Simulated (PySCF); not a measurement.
Species: BClH5PSi.
Cartesian coordinates in Å at the PBE0-D3(BJ)/def2-SVP level; atoms count from 1:
```xyz
9
BClH5PSi angstrom
Si     0.777    0.646   -0.960
P      2.658    1.872   -0.747
B      3.834    0.494   -0.231
Cl     5.383    0.237   -1.003
H     -0.267    1.510   -1.585
H      0.946   -0.587   -1.784
H      0.364    0.266    0.422
H      3.018    2.055   -2.113
H      3.562   -0.191    0.724
```

The calculation used MP2 and CCSD/aug-cc-pVDZ in PySCF, restricted Hartree–Fock reference, frozen core, non-relativistic, gas phase, PBE0-D3(BJ)/def2-SVP geometry.

E(HF) = -1116.81503 Eh.

(1) How large is the problem?

(2) What are the MP2 and CCSD correlation energies?

(3) What is the T1 diagnostic?

(4) How does correlation change the dipole moment?

Results:

(1) 149 basis functions and 56 electrons; 16 orbitals frozen, which leaves o = 12 correlated occupied and v = 121 virtual orbitals. That is o·v = 1452 singles and o·v(o·v + 1)/2 = 1054878 distinct closed-shell doubles amplitudes before symmetry; the costliest CCSD step grows as o²v⁴ = 3.1 × 10^10.

(2) MP2 -0.4680 Eh and CCSD -0.5301 Eh, which gives totals of -1117.28302 and -1117.34514 Eh. That is 0.601 eV for each correlated electron at CCSD (1392 kJ/mol in all, 0.047 % of the total energy); MP2 gives 88.3 % of the CCSD value.

(3) 0.0150, below the customary warning level of 0.02. It is the norm of the spatial-orbital singles amplitudes over the root of the number of correlated electrons, so the norm is 0.073.

(4) HF gives 1.29 D and CCSD (unrelaxed density) 1.15 D, a change of -0.14 D; the two vectors are 10° apart.

No triples correction and no basis-set extrapolation were made.

The job also held the EOM ionisation roots. The run took 2.7 min wall on one thread of an AMD EPYC 7R13, shared host, and the process peaked at 2.5 GiB of memory.

One conformer stands for the species.
